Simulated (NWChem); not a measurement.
Species: GeNH2Cl, singlet; SMILES [NH2][Ge][Cl]

```xyz
5

Ge     0.4563     0.5266     0.0000
Cl    -0.1295    -1.6347     0.0000
N     -1.2605     1.1702     0.0000
H     -2.0966     0.5762     0.0000
H     -1.4792     2.1711     0.0000
```
Atoms are numbered in this order, from 1.

All runs: NWChem. Medium grid unless said otherwise, to which SCAN and Minnesota functionals are sensitive. Low-valent species are run as closed-shell singlets; no triplet was tried in these runs. The geometry was optimised at PBE-D3(BJ)/def2-SVP.

Question: Order these by “highest occupied level (eV)”, lowest first: B3LYP/def2-SVP; PBE/def2-SVP; MPW1K/def2-SVP; Hartree-Fock/def2-SVP; LRC-wPBEh/def2-SVP.

Answer: Hartree-Fock/def2-SVP (-9.93), LRC-wPBEh/def2-SVP (-9.24), MPW1K/def2-SVP (-8.30), B3LYP/def2-SVP (-7.19), PBE/def2-SVP (-6.26)
